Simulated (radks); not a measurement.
Results of a calculation; reference values are marked as such.
Task: The mean radii <r> (bohr) of the occupied orbitals of an atom or ion are listed with their occupations. Code: a radial shooting solver on a logarithmic mesh with Libxc functionals. Model: Dirac Kohn-Sham, PBE, spin-unpolarised, spherical densities, finite nucleus; Fermi nuclear charge, rms radius of each element as measured or else 0.836 A^(1/3) + 0.57 fm.

| orbital | occ. | <r> |
|---|---|---|
| 1s1/2 | 2 | 0.03263 |
| 2s1/2 | 2 | 0.1414 |
| 2p1/2 | 2 | 0.1202 |
| 2p3/2 | 4 | 0.1250 |
| 3s1/2 | 2 | 0.3869 |
| 3p1/2 | 2 | 0.3786 |
| 3p3/2 | 4 | 0.3888 |
| 3d3/2 | 4 | 0.3605 |
| 3d5/2 | 6 | 0.3637 |
| 4s1/2 | 2 | 0.8568 |

Name the element and its charge. Open shells, if any, fill j = l - 1/2 first.

Result: Z = 45, rhodium, charge +15: Rh15+ in [Ar] 3d10 4s2. The 1s radius gives Z: for a bare nucleus <r> = (2 gamma + 1)/(2Z) with gamma = sqrt(1 - (Z/c)^2), 0.0321 bohr for Z = 45, and screening makes it slightly larger (0.03263 here). The occupations add up to 30, and the charge is Z minus that.
